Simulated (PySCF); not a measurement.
Input file for PySCF: D3(BJ) and D4 dispersion corrections on GeH4N2 (a complex).

```python
from pyscf import gto
from pyscf.dispersion import dftd3, dftd4

mol = gto.M(
    atom='''
    N    -0.44036939    0.51231994    0.14198750
    N    -0.11509484    1.18972059   -0.64869821
    Ge    0.10995682   -0.34119825    3.60034001
    H     1.33432481    0.26690861    2.90035563
    H     0.44345479   -0.59418716    5.07891686
    H    -0.26102022   -1.66832171    2.92419083
    H    -1.07136070    0.63474221    3.50304517
    ''',
    basis='def2-svp',
    charge=0, spin=0, verbose=0, max_memory=1800)
d3, d4 = {}, {}
for xc in ['hf', 'pbe', 'blyp', 'revpbe', 'tpss', 'r2scan', 'b3lyp', 'pbe0', 'bhlyp', 'camb3lyp', 'b2plyp']:
    d3[xc] = float(dftd3.DFTD3Dispersion(mol, xc=xc, version='d3bj', atm=False).get_dispersion()['energy'])
    print(f'D3(BJ) {xc:10s} {d3[xc]:14.8f} Eh')
for xc in ['hf', 'pbe', 'blyp', 'revpbe', 'tpss', 'r2scan', 'b3lyp', 'pbe0', 'bhlyp', 'camb3lyp', 'b2plyp']:
    d4[xc] = float(dftd4.DFTD4Dispersion(mol, xc={'camb3lyp': 'cam-b3lyp'}.get(xc, xc), atm=True).get_dispersion()['energy'])
    print(f'D4     {xc:10s} {d4[xc]:14.8f} Eh')
```

It printed:

```
D3(BJ) hf            -0.02562793 Eh
D3(BJ) pbe           -0.00315275 Eh
D3(BJ) blyp          -0.00670096 Eh
D3(BJ) revpbe        -0.00766121 Eh
D3(BJ) tpss          -0.00403078 Eh
D3(BJ) r2scan        -0.00095763 Eh
D3(BJ) b3lyp         -0.00550663 Eh
D3(BJ) pbe0          -0.00280850 Eh
D3(BJ) bhlyp         -0.00436266 Eh
D3(BJ) camb3lyp      -0.00264870 Eh
D3(BJ) b2plyp        -0.00262192 Eh
D4     hf            -0.00901947 Eh
D4     pbe           -0.00266684 Eh
D4     blyp          -0.00572338 Eh
D4     revpbe        -0.00792730 Eh
D4     tpss          -0.00358762 Eh
D4     r2scan        -0.00072571 Eh
D4     b3lyp         -0.00423593 Eh
D4     pbe0          -0.00229572 Eh
D4     bhlyp         -0.00319676 Eh
D4     camb3lyp      -0.00234637 Eh
D4     b2plyp        -0.00188984 Eh
```

The run finished.

Cost: roughly 0.020 core-seconds.
